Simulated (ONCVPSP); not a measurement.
**Sr (Z = 38): ONCV pseudisation with LDA (Perdew-Wang 92), scalar-relativistic reference atom.**

ONCVPSP 4.0.1 input, shortened (lines: element, Z, core and valence counts, functional; n l f; lmax; l rc ep ncon nbas qcut; lloc lpopt rc5 dvloc0; l nproj debl; icmod fcfact rcfact), LDA (Perdew-Wang 92), scalar-relativistic:

```
  Sr 38.00    8    1  -001012      upf
    1    0    2.00
    2    0    2.00
    2    1    6.00
    3    0    2.00
    3    1    6.00
    3    2   10.00
    4    0    2.00
    4    1    6.00
    5    0    1.00
    3
    0    3.65    0.00    4    8    1.90
    1    3.85    0.25    5    8    1.90
    2    3.05    0.26    5    8    3.20
    3    3.00    0.30    4    8    3.90
    4    5    2.20   -1.00
    0    3    2.20
    1    2    2.00
    2    2    2.90
    3    2    3.50
    1    0.20    0.00
```

In the p channel the program set the typed energies aside and used 0.050, 2.050 Ha. In the d channel the program set the typed energies aside and used -0.257, 2.643 Ha.

Question: Does the generator finish with these settings?

Answer: Yes, a potential is produced and its reference levels are reproduced.

Question: Estimate the cutoffs (Ha) at which the residual kinetic energy of the hardest occupied pseudo-wave falls to 1 and 0.1 mHa per electron.

Answer: 1.7 Ha and 6.3 Ha. The cutoffs count occupied waves only; projector 2 of the f channel, the hardest unoccupied one, needs 38 Ha at the loose tolerance.

Question: What does a ghost test show?

Answer: No bound ghost flagged; GHOST(+) flagged for p at 43.5 eV, s at 59.2 eV, f at 398.1 eV.

Question: Tests: 5s2; 5s1.5; 5s1 5p1; 5s0 5p1. Which has the largest error in its energy relative to the reference configuration, and how large is it?

Answer: 5s1 5p1, with +40 meV (all-electron minus pseudo) on -3.67 eV.
